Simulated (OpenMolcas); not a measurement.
## SnCl at 2.406 Å: OpenMolcas input and output

Input (each module block was a call of its own in one work directory; start orbitals came from a preliminary run):

```
&GATEWAY
Coord
2
angstrom
Sn 0.0 0.0 0.0
Cl 0.0 0.0 2.4060
Basis=ANO-RCC-VTZP
Group=XY
RX2C
AMFI
ANGMom
0.0 0.0 0.0
RICD
&SEWARD
&GUESSORB
&RASSCF
FileOrb=$CurrDir/o22.orb
Symmetry=2
Spin=2
nActEl=9 0 0
Inactive=17 12
RAS2=3 4
CIRoot=8 8 1
Linear
Iterations=120 100
OrbListing=Nothing
PRWF=0.15
>>COPY $Project.RasOrb $CurrDir/o22.orb
>>COPY $Project.rasscf.h5 $CurrDir/r22.h5
&CASPT2
XMultistate=all
Imaginary=0.2
IPEA=0.25
MaxIter=40
>>COPY $Project.JobMix JOB001
```

```bash
pymolcas m.inp
```

RASSCF and CASPT2 output of these blocks, in excerpt:

```
++    Wave function specifications:
      Number of closed shell electrons          58
      Number of electrons in active shells       9
      Number of inactive orbitals               29
      Number of active orbitals                  7
      Number of secondary orbitals              66
      Spin quantum number                      0.5
      State symmetry                             2
++    Orbital specifications:
      Symmetry species                           1   2
                                                 a   b
      Frozen orbitals                            0   0
      Inactive orbitals                         17  12
      Active orbitals                            3   4
      RAS2 orbitals                              3   4
      Secondary orbitals                        34  32
      Number of basis functions                 54  48
      printout of CI-coefficients larger than  0.15 for root  1
      energy=   -6634.721197
      conf/sym  111 2222     Coeff  Weight
            39  u2d 220u  -0.24284 0.05897
            63  022 220u   0.93020 0.86528
            64  022 2udu   0.20246 0.04099
      printout of CI-coefficients larger than  0.15 for root  2
      energy=   -6634.721197
      conf/sym  111 2222     Coeff  Weight
            37  u2d 22u0   0.24284 0.05897
            61  022 22u0  -0.93020 0.86528
           144  022 u2ud   0.16158 0.02611
      printout of CI-coefficients larger than  0.15 for root  3
      energy=   -6634.559538
      conf/sym  111 2222     Coeff  Weight
            62  022 2u20  -0.25284 0.06393
           142  022 u2du   0.90387 0.81698
           144  022 u2ud  -0.25668 0.06589
      printout of CI-coefficients larger than  0.15 for root  4
      energy=   -6634.559538
      conf/sym  111 2222     Coeff  Weight
            64  022 2udu   0.67423 0.45458
            66  022 2uud  -0.65443 0.42828
           146  022 u202   0.25284 0.06393
      printout of CI-coefficients larger than  0.15 for root  5
      energy=   -6634.534703
      conf/sym  111 2222     Coeff  Weight
            62  022 2u20   0.31554 0.09957
            64  022 2udu   0.26987 0.07283
            66  022 2uud   0.46743 0.21849
            67  022 2u02  -0.31554 0.09957
           141  022 u220  -0.38165 0.14566
           142  022 u2du   0.22312 0.04978
           144  022 u2ud   0.38646 0.14935
           146  022 u202   0.38165 0.14566
      printout of CI-coefficients larger than  0.15 for root  6
      energy=   -6634.534703
      conf/sym  111 2222     Coeff  Weight
            62  022 2u20   0.38165 0.14566
            64  022 2udu  -0.22312 0.04978
            66  022 2uud  -0.38646 0.14935
            67  022 2u02  -0.38165 0.14566
           141  022 u220   0.31554 0.09957
           142  022 u2du   0.26987 0.07283
           144  022 u2ud   0.46743 0.21849
           146  022 u202  -0.31554 0.09957
      printout of CI-coefficients larger than  0.15 for root  7
      energy=   -6634.527260
      conf/sym  111 2222     Coeff  Weight
            37  u2d 22u0  -0.19078 0.03640
            62  022 2u20  -0.46210 0.21354
            67  022 2u02   0.43606 0.19015
           144  022 u2ud   0.69194 0.47879
      printout of CI-coefficients larger than  0.15 for root  8
      energy=   -6634.527260
      conf/sym  111 2222     Coeff  Weight
            39  u2d 220u  -0.19078 0.03640
            64  022 2udu  -0.56339 0.31740
            66  022 2uud  -0.40808 0.16653
           141  022 u220  -0.43606 0.19015
           146  022 u202   0.46210 0.21354
      Natural orbitals and occupation numbers for root  1
      sym 1:   0.036474   1.982347   1.962119
      sym 2:   1.994882   1.984824   0.034698   1.004657
      Natural orbitals and occupation numbers for root  2
      sym 1:   0.036474   1.982347   1.962119
      sym 2:   1.984824   1.994882   1.004657   0.034698
      Natural orbitals and occupation numbers for root  3
      sym 1:   0.037118   1.988722   1.971215
      sym 2:   1.161047   1.928104   1.061149   0.852645
      Natural orbitals and occupation numbers for root  4
      sym 1:   0.037118   1.988722   1.971215
      sym 2:   1.928104   1.161047   0.852645   1.061149
      Natural orbitals and occupation numbers for root  5
      sym 1:   0.020389   1.997425   1.982251
      sym 2:   1.499837   1.499837   1.000130   1.000130
      Natural orbitals and occupation numbers for root  6
      sym 1:   0.020389   1.997425   1.982251
      sym 2:   1.499837   1.499837   1.000130   1.000130
      Natural orbitals and occupation numbers for root  7
      sym 1:   0.070115   1.984522   1.941229
      sym 2:   1.509015   1.579870   1.017856   0.897393
      Natural orbitals and occupation numbers for root  8
      sym 1:   0.070115   1.984522   1.941229
      sym 2:   1.579870   1.509015   0.897393   1.017856
      RASSCF energy for state  8                  -6634.52725989
::    RASSCF root number  1 Total energy:  -6634.72119664
::    RASSCF root number  2 Total energy:  -6634.72119664
::    RASSCF root number  3 Total energy:  -6634.55953774
::    RASSCF root number  4 Total energy:  -6634.55953774
::    RASSCF root number  5 Total energy:  -6634.53470323
::    RASSCF root number  6 Total energy:  -6634.53470323
::    RASSCF root number  7 Total energy:  -6634.52725989
::    RASSCF root number  8 Total energy:  -6634.52725989
      Von Neumann Entropy (Root   1) =  0.76013
++    Wave function specifications:
      Number of closed shell electrons          12
      Number of electrons in active shells       9
      Number of inactive orbitals                6
      Number of active orbitals                  7
      Number of secondary orbitals              66
      Spin quantum number                      0.5
      State symmetry                             2
      Number of CSFs                           248
      Number of CASSCF root(s) available         8
      CASPT2 state passed to geometry opt.       8
      A file JOBMIX will be created
      This is a MULTI-STATE CASSCF reference
      Number of CI roots used                    8
      These are:                                 1   2   3   4   5   6   7   8
      Off-diagonal elements of Heff are computed
  FINAL CASPT2 RESULT:
      Reference energy:       -6634.7211966434
      E2 (Non-variational):      -0.6745105763
      Shift correction:          -0.0039341971
      E2 (Variational):          -0.6784447734
      Total energy:           -6635.3996414168
      Reference weight:           0.84299
  FINAL CASPT2 RESULT:
      Reference energy:       -6634.7211966433
      E2 (Non-variational):      -0.6745105764
      Shift correction:          -0.0039341971
      E2 (Variational):          -0.6784447735
      Total energy:           -6635.3996414168
      Reference weight:           0.84299
  FINAL CASPT2 RESULT:
      Reference energy:       -6634.5595377357
      E2 (Non-variational):      -0.6528726030
      Shift correction:          -0.0027868368
      E2 (Variational):          -0.6556594397
      Total energy:           -6635.2151971755
      Reference weight:           0.85694
  FINAL CASPT2 RESULT:
      Reference energy:       -6634.5595377357
      E2 (Non-variational):      -0.6528726027
      Shift correction:          -0.0027868367
      E2 (Variational):          -0.6556594395
      Total energy:           -6635.2151971752
      Reference weight:           0.85694
  FINAL CASPT2 RESULT:
      Reference energy:       -6634.5347032257
      E2 (Non-variational):      -0.6538006725
      Shift correction:          -0.0027650621
      E2 (Variational):          -0.6565657346
      Total energy:           -6635.1912689603
      Reference weight:           0.85717
  FINAL CASPT2 RESULT:
      Reference energy:       -6634.5347032257
      E2 (Non-variational):      -0.6538006725
      Shift correction:          -0.0027650621
      E2 (Variational):          -0.6565657346
      Total energy:           -6635.1912689603
      Reference weight:           0.85717
  FINAL CASPT2 RESULT:
      Reference energy:       -6634.5272598854
      E2 (Non-variational):      -0.6562952634
      Shift correction:          -0.0031011920
      E2 (Variational):          -0.6593964553
      Total energy:           -6635.1866563407
      Reference weight:           0.85433
  FINAL CASPT2 RESULT:
      Reference energy:       -6634.5272598854
      E2 (Non-variational):      -0.6562952633
      Shift correction:          -0.0031011919
      E2 (Variational):          -0.6593964553
      Total energy:           -6635.1866563407
      Reference weight:           0.85433
       Total XMS-CASPT2 energies:
::    XMS-CASPT2 Root  1     Total energy:  -6635.39841254
::    XMS-CASPT2 Root  2     Total energy:  -6635.39841254
::    XMS-CASPT2 Root  3     Total energy:  -6635.21684326
::    XMS-CASPT2 Root  4     Total energy:  -6635.21684326
::    XMS-CASPT2 Root  5     Total energy:  -6635.19140803
::    XMS-CASPT2 Root  6     Total energy:  -6635.19140803
::    XMS-CASPT2 Root  7     Total energy:  -6635.18610007
::    XMS-CASPT2 Root  8     Total energy:  -6635.18610007
```

Only roots inside an energy window near the equilibrium distance were included, so the list of states is not complete; labels number the states computed. Each spin and symmetry block has orbitals of its own, averaged over its own roots, so gaps between blocks are less sure than gaps within one and near the minimum can be off by tenths of an eV, in bad cases by more. No Rydberg orbitals are active, so Rydberg states, and σ→σ* states whose orbital the CASSCF left unused, can be missing between those listed. CASPT2 splits the two components of degenerate states numerically, here by up to 41 cm⁻¹.
